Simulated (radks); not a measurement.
Task: All-electron atom: the copper ion Cu3+ in [Ar] 3d8 (the NIST ground configuration). All-electron calculation, scalar-relativistic Kohn-Sham, BLYP, spin-unpolarised, spherical densities, point nucleus. Program: a radial shooting solver on a logarithmic mesh with Libxc functionals. Some entries of the table are withheld. Estimate them.

orbital  occ.  eigenvalue (eV)  <r^2> (bohr^2)  <r> (bohr)
1s          2        -8900.513        0.003656     0.05213
2s          2        -1110.010         0.06529      0.2352
2p          6        -964.6802         0.05228      0.2064
3s          2        -160.4740          0.5740      0.7053
3p          6        -117.6803          0.6386         (1)
3d          8         -48.9010          0.9393      0.8581
4s          0         -34.9212           4.850       2.073
4p          0         -26.5167           6.486         (2)

Result: 
(1) 3p <r> (bohr): 0.7364
(2) 4p <r> (bohr): 2.393
